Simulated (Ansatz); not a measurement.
The cluster Ta4Si3. Charge 0, multiplicity 1. Geometry PBE-D4/def2-SVP; atoms count from 1.

Cartesian coordinates in Å:
```
Ta 1.248 0.883 0.954
Ta 0.467 2.320 -1.040
Ta 1.466 0.022 -1.537
Ta -0.762 -0.424 1.923
Si 0.595 -1.630 0.226
Si -2.102 -1.498 0.173
Si -0.913 0.328 -0.700
```

In the def2 sets Ta takes a core potential; there is no spin–orbit coupling. The restricted singlet is unstable towards broken spin symmetry in Hartree–Fock (as tested in another run); at PBE0-D4/def2-TZVP this wasn't settled. No other spin state of charge 0 was run. Another isomer (triplet) lies 2.26 eV lower at PBE0-D4/def2-TZVP; other spin states weren't run for this one.

**Question.** Estimate the Mulliken populations from the PBE0/def2-TZVP orbitals of Ansatz.

**Answer.** 
| atom | charge (e) | d electrons |
| --- | --- | --- |
| Ta1 | 0.18 | 3.63 |
| Ta2 | 0.01 | 3.55 |
| Ta3 | 0.19 | 3.57 |
| Ta4 | 0.05 | 3.52 |
| Si5 | -0.14 | – |
| Si6 | -0.18 | – |
| Si7 | -0.11 | – |
Mulliken values and Mayer orders depend strongly on the basis.

**Question.** And the Mayer bond orders between bonded heavy atoms (over 0.3)?

**Answer.** Ta1–Ta2 1.63 (2.58 Å); Ta1–Ta3 1.42 (2.65 Å); Ta1–Ta4 1.58 (2.59 Å); Ta1–Si5 0.55 (2.70 Å); Ta1–Si7 0.37 (2.78 Å); Ta2–Ta3 2.00 (2.56 Å); Ta2–Si7 1.17 (2.45 Å); Ta3–Ta4 0.36 (4.14 Å); Ta3–Si5 0.98 (2.57 Å); Ta3–Si7 0.81 (2.54 Å); Ta4–Si5 1.15 (2.48 Å); Ta4–Si6 1.44 (2.45 Å); Ta4–Si7 0.55 (2.73 Å); Si5–Si6 0.45 (2.70 Å); Si5–Si7 0.30 (2.64 Å); Si6–Si7 0.88 (2.35 Å). Values over 0.3 also appear between atoms too far apart for a bond (Ta2–Ta4 0.42 at 4.22 Å); they arise where an orbital or an unpaired electron spreads over both atoms.
